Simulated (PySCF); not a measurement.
BeF2, SMILES [F][Be][F] (connectivity only; charge and spin as stated), charge -1, multiplicity 2. Atoms are numbered in the order given.

```xyz
3

Be     0.0000     0.0000    -0.5054
F      0.0000     1.3035     0.1123
F      0.0000    -1.3035     0.1123
```
Charge -1, spin multiplicity 2.

The structure is a stationary point at B3LYP-D3(BJ)/def2-TZVPD. The spin state was assumed, not searched. The isomer is the one that the SMILES or the coordinates give; other isomers of the formula were not compared.

Computed with ωB97X/def2-TZVPD in PySCF.

Mulliken values depend strongly on the basis, most of all with diffuse functions as here. ESP charges are fitted to the potential on shells at 1.4 to 2.0 van der Waals radii. Atomic charges (e):

| atom | meta-Löwdin | ESP fit | Mulliken spin |
|---|---|---|---|
| Be1 | 0.82 | -0.55 | 1.20 |
| F2 | -0.91 | -0.22 | -0.10 |
| F3 | -0.91 | -0.22 | -0.10 |
